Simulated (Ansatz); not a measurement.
Consider the redistribution: `F[SiH](F)[O][GeH3]` + `[GeH3][CH]1CO1` → `F[SiH](F)[GeH3]` + `[GeH3][O]C1CO1`.

Program: Ansatz. Geometries: PBE0-D4/def2-TZVP. ΔE: electronic, gas phase. CCSD(T)/CBS adds triple-zeta CCSD(T) − MP2 to the extrapolated MP2 energy (def2 sets, frozen cores). Functionals use def2-TZVPP. For Ge outer-core shells are correlated without core-valence functions, which leaves a few kJ/mol of doubt a bond. Scalar relativity is left out up to krypton. One conformer a species, not always the lowest.

```
         level  ΔE (kJ/mol)
       ωB97M-V        167.6
CCSD/CBS(def2)        177.9
```

(1) What does CCSD(T)/CBS give? (An estimate is asked.)

Largest T1 diagnostic among the species: 0.012.

Answers

(1) Ansatz gave: +175.2 kJ/mol. The listed levels differ from it by -7.6, 2.7 kJ/mol.

From PBE to PBE0 (25 % exact exchange), in def2-TZVPP and without D4, ΔE moves by +11.3 kJ/mol.
